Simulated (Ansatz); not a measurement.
```yaml
crystal:
  periodic: [false, false, false]
  atoms:
    - {symbol: C, position_ang: [-0.921142, -0.109358, 0.398345]}
    - {symbol: Ti, position_ang: [0.838049, 0.056229, -0.414211]}
    - {symbol: F, position_ang: [1.996403, -1.087030, 0.194404]}
    - {symbol: F, position_ang: [0.519982, -0.337161, -2.281587]}
    - {symbol: F, position_ang: [1.327906, 1.747121, -0.133819]}
    - {symbol: H, position_ang: [-1.414669, -0.945252, 0.411901]}
    - {symbol: H, position_ang: [-0.720270, 0.101984, 1.591996]}
    - {symbol: H, position_ang: [-1.665950, 0.770954, 0.134735]}
basis:
  gaussian: {orbitals: def2-mTZVP}
total_charge: 4
hamiltonian: {xc: {name: PBEsol}}
accuracy: high
output: {forces: true}
```

```sh
$ ansatz run in.yaml --threads 4 --pin off --events-out ev --progress --plain --max-ram 10444MiB
```

Output, abridged:

```
Functional definition: PBEsol
2337 factors; integrals over basis functions are off by at most 1.5e-8 eV
mean field evaluation 1: about -32098.6465 eV, gradient 2.3e2 eV
mean field evaluation 2: about -30681.2877 eV, gradient 7.3e2 eV
mean field evaluation 4: about -32044.6338 eV, gradient 2.6e2 eV
mean field evaluation 8: about -32199.4592 eV, gradient 1.4e1 eV
mean field evaluation 16: about -32200.7461 eV, gradient 1.2e-1 eV
mean field evaluation 32: about -32200.9020 eV, gradient 2.9e-1 eV
mean field evaluation 160: about -32200.7936 eV, gradient 2.0e0 eV
mean field evaluation 192: about -32200.8072 eV, gradient 2.7e0 eV
mean field -32200.91341430 eV, -1183.3617414124 hartree, gradient 3.0e-8 eV, S^2 0.000000; 8 other end points of the search recorded, 0 dependent functions left out
reference -32200.91341832 eV, -1183.3617415603 hartree; 27, 27 occupied and 91, 91 virtual orbitals, 2337 factors
Total energy: -32200.91341832 eV, -1183.3617415603 hartree
Atom 0 at    -0.921142    -0.109358     0.398345 Å, force    -4.148271     3.879858     2.137767 eV/Å
Atom 1 at     0.838049     0.056229    -0.414211 Å, force     4.694745     1.133235    -1.697317 eV/Å
Atom 2 at     1.996403    -1.087030     0.194404 Å, force     1.234571    -0.667266     0.280138 eV/Å
Atom 3 at     0.519982    -0.337161    -2.281587 Å, force    -0.268885    -0.136932    -0.514759 eV/Å
Atom 4 at     1.327906     1.747121    -0.133819 Å, force     0.735866     0.657819    -0.107916 eV/Å
Atom 5 at    -1.414669    -0.945252     0.411901 Å, force    -3.486049    -7.459078    -0.913025 eV/Å
Atom 6 at    -0.720270     0.101984     1.591996 Å, force     1.903676     0.685953     2.085950 eV/Å
Atom 7 at    -1.665950     0.770954     0.134735 Å, force    -0.665654     1.906409    -1.270837 eV/Å
Dipole moment:    -2.035074    -0.025045     1.171793 e Å
```

Task: What is wrong with this run?

Result: The charge is far from anything that the molecule holds. The run converged. The result belongs to that input, not to the molecule as meant.
